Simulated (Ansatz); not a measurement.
Input file for C$_{6}$H$_{8}$O$_{2}$, SMILES `O=C1CCC(=O)CC1`:

```yaml
crystal:
  periodic: [false, false, false]
  atoms:
    - {symbol: O, position_ang: [-2.094732, -0.871799, 1.461527]}
    - {symbol: C, position_ang: [-1.159012, -0.482533, 0.811580]}
    - {symbol: C, position_ang: [-0.989883, 0.971365, 0.430888]}
    - {symbol: C, position_ang: [0.465438, 1.359631, 0.204553]}
    - {symbol: C, position_ang: [1.155329, 0.483067, -0.816506]}
    - {symbol: O, position_ang: [2.082968, 0.873469, -1.477267]}
    - {symbol: C, position_ang: [0.600868, -0.917499, -0.951952]}
    - {symbol: C, position_ang: [-0.073596, -1.413873, 0.320300]}
    - {symbol: H, position_ang: [-1.470862, 1.585440, 1.193288]}
    - {symbol: H, position_ang: [-1.563690, 1.121284, -0.492884]}
    - {symbol: H, position_ang: [1.029347, 1.252739, 1.140362]}
    - {symbol: H, position_ang: [0.575895, 2.400165, -0.103093]}
    - {symbol: H, position_ang: [1.405483, -1.576362, -1.280857]}
    - {symbol: H, position_ang: [-0.127624, -0.887176, -1.772600]}
    - {symbol: H, position_ang: [0.665011, -1.487382, 1.129133]}
    - {symbol: H, position_ang: [-0.500930, -2.410522, 0.203526]}
basis:
  gaussian: {orbitals: def2-SVP}
correlation: {method: ccsd_t}
```

```sh
$ ansatz run in.yaml --threads 2 --pin off --events-out ev --progress --plain --max-ram 20480MiB --backend cuda --devices 0, --max-vram 18GiB
```

The program prints (abridged):

```
Functional definition: HF
1544 factors; integrals over basis functions are off by at most 1.5e-3 eV
mean field evaluation 1: about -10369.3759 eV, gradient 5.1e1 eV
mean field evaluation 2: about -10369.5606 eV, gradient 5.1e1 eV
mean field evaluation 4: about -10375.7666 eV, gradient 6.5e0 eV
mean field evaluation 8: about -10375.9388 eV, gradient 6.8e-1 eV
mean field evaluation 16: about -10375.9426 eV, gradient 2.9e-6 eV
mean field -10375.94257231 eV, -381.3088564660 hartree, gradient 2.9e-6 eV, S^2 0.000000; 0 other end points of the search recorded, 0 dependent functions left out
8 core orbitals not correlated: weight in the atoms' cores, before any rotation towards them, 1.000 or more for the frozen orbitals, at most 0.000 for the correlated occupied ones
reference -10375.94257231 eV, -381.3088564660 hartree; 22, 22 occupied and 122, 122 virtual orbitals, 1544 factors
second order -31.62839464 eV of doubles, -0.00000000 eV of singles
cycle   1  -32.10871076 eV  change   -4.8e-1 eV  update   1.4e-1
cycle   2  -32.95562618 eV  change   -8.5e-1 eV  update   4.3e-2
cycle   3  -33.20336575 eV  change   -2.5e-1 eV  update   2.3e-2
cycle   4  -33.19386505 eV  change    9.5e-3 eV  update   5.8e-3
cycle   5  -33.19367825 eV  change    1.9e-4 eV  update   2.3e-3
cycle   6  -33.19448804 eV  change   -8.1e-4 eV  update   7.7e-4
cycle   7  -33.19400564 eV  change    4.8e-4 eV  update   3.2e-4
cycle   8  -33.19385588 eV  change    1.5e-4 eV  update   1.3e-4
cycle   9  -33.19392156 eV  change   -6.6e-5 eV  update   5.9e-5
cycle  10  -33.19393820 eV  change   -1.7e-5 eV  update   3.1e-5
perturbative correction -1.14186836 eV, -0.0419628881 hartree
Total energy: -10410.27837886 eV, -382.5706740832 hartree
```

Run time 1.8 s (2 threads of an AMD EPYC 7R13 on a shared host and a share of an NVIDIA H100 80 GB); peak host memory 0.79 GiB.

MP2 recovers 92.1 % of the CCSD(T) correlation energy and the triples give 3.3 %; T1 = 0.0139.
